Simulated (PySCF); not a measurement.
Input for PySCF:
```python
from pyscf import gto, scf, dft

mol = gto.Mole()
mol.atom = '''
    N     1.872526   -0.490854   -0.180915
    Si    0.223268   -0.060640   -0.011602
    Cl   -0.814328   -1.278794   -1.227974
    Cl    0.074800    1.867165   -0.560769
    Cl   -0.496002   -0.257470    1.874987
    H     2.163794   -1.453910   -0.184875
    H     2.606793    0.113536    0.147554
'''
mol.basis = 'sto-3g'
mol.charge = 0
mol.spin = 0
mol.verbose = 4
mol.max_memory = 1800
mol.build()

mf = dft.RKS(mol)
mf.xc = 'pbe'
mf = mf.density_fit(auxbasis='def2-universal-jkfit')
mf.kernel()
```

Q: Predict the HOMO-LUMO gap from DF-PBE/STO-3G (PySCF).

A: 5.21 eV

Q: What HOMO energy does DF-PBE/STO-3G give?

A: -4.04 eV

Q: Estimate the Mulliken (on the basis functions themselves) charges in atom order that DF-PBE/STO-3G returns for this input.

A: N1 -0.56, Si2 0.97, Cl3 -0.27, Cl4 -0.27, Cl5 -0.28, H6 0.21, H7 0.21

Q: What total energy does DF-PBE/STO-3G give?

A: -1706.2452 Eh
